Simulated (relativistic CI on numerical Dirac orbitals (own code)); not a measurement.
Tc⁶⁺: 4p photoemission

Computed with this model: Dirac-Coulomb-Breit CI, KLI orbitals optimised for each configuration, model QED (radiative potential, 1s self-energy scaled to tabulated hydrogen-like ionisation energies), valence Slater integrals scaled by 0.8, multiplet model of photoemission in the sudden approximation; configurations [Kr] 4d → [Ar] 3d10 4s2 4p5 4d; 80 K; Lorentzian 1.2 eV and Gaussian 0.6 eV FWHM. Energies are those of the free ion, without screening or charge transfer. The energies are binding energies and can lie tens of eV above those of solids. S is read from ⟨S²⟩ = S(S + 1).

Field parameters in Wybourne normalisation: Oh B⁴₀ = 21Dq, B⁴₄ = √(5/14) B⁴₀; Td as Oh with Dq negative (B⁴₀ = 21Dq, B⁴₄ = √(5/14) B⁴₀). The field is a parameter set, without covalency.

Computed curve for Oh, 10Dq = 25100 cm⁻¹, scaled to 100 at the maximum (points under 2 are left out and the grid is thinned):

| Energy (eV) | Intensity |
| --- | --- |
| 124.6 | 2.1 |
| 125.2 | 2.5 |
| 125.6 | 2.9 |
| 126.2 | 3.7 |
| 126.6 | 4.4 |
| 127.2 | 5.9 |
| 127.8 | 8.6 |
| 128.2 | 11.7 |
| 128.8 | 21.3 |
| 129.2 | 34.5 |
| 129.8 | 62.8 |
| 130.2 | 77.0 |
| 130.8 | 94.6 |
| 131.4 | 99.3 |
| 131.8 | 90.2 |
| 132.4 | 64.4 |
| 132.8 | 48.4 |
| 133.4 | 45.3 |
| 134.0 | 55.6 |
| 134.4 | 60.9 |
| 135.0 | 59.6 |
| 135.4 | 51.4 |
| 136.0 | 39.9 |
| 136.6 | 22.9 |
| 137.0 | 16.2 |
| 137.6 | 14.0 |
| 138.0 | 12.8 |
| 138.6 | 8.0 |
| 139.2 | 4.8 |
| 139.6 | 3.8 |
| 140.2 | 2.9 |
| 140.6 | 2.5 |
| 141.2 | 2.1 |
| 144.8 | 2.3 |
| 145.4 | 3.9 |
| 146.0 | 8.4 |
| 146.4 | 11.7 |
| 147.0 | 8.5 |
| 147.4 | 5.0 |
| 148.0 | 2.4 |

The ground state has S = 0.50, and the centroid lies at 133.13 eV.
